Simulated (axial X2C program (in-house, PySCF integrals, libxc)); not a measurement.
Worked dissociation energy of ScH: CCSD, with spin–orbit coupling

Computed with an in-house all-electron X2C program for linear molecules (integrals from PySCF). Two-component (2c) means X2C with spin–orbit coupling and atomic mean-field two-electron Coulomb and Gaunt terms. Basis: Sc dyall-cv3z [10s11p7d5f2g], H dyall-v3z [6s2p1d] (cores contracted in-house); Gaussian nuclei, density fitting, unrestricted open shells. Masses: Sc 44.956 u, H 1.008 u.

Molecular state: Ω = 1 (⟨Sz⟩ = -1.00, ⟨Lz⟩ = 2.00 at HF).

Correlated methods: 12 electrons correlated (number of frozen shells: Sc 2 s, 1 p; H none), 234 virtual spin orbitals or spinors in MP2, 90 natural virtuals in coupled cluster.

| Item | Value |
| --- | --- |
| E(Sc) (2M_J = 1) | -763.479550 hartree |
| E(H) (2M_J = 1) | -0.500004 hartree |
| E(ScH) at Re | -764.054905 hartree |
| ωe | 1441.9 cm⁻¹ |
| ωexe | 20.3 cm⁻¹ |

Problem. Work out De and D0.

Solution. De = -763.479550 + (-0.500004) − (-764.054905) = 0.07535 hartree = 2.050 eV. The zero-point energy is ωe/2 − ωexe/4 = 716 cm⁻¹ = 0.089 eV, so D0 = 1.962 eV.

One determinant describes the state; a PBE0 search over occupations chose it and may have missed a lower one. Dissociation energies refer to the lowest single-determinant-based atoms at the same level and basis. CCSD ran in a truncated set of natural virtual spinors with an MP2 remainder; without triples it tends to underbind. PBE0 can misorder states that lie within some tenths of an eV, so this need not be the ground state of the molecule. The nearest other 2c determinant of the search, Ω = 3, lies 0.02 eV up at the distance of the search. With several unpaired electrons one determinant need not be a pure state.

Each atomic determinant is the lowest at this level and need not be a pure J level. Totals compare only within one Hamiltonian and basis.
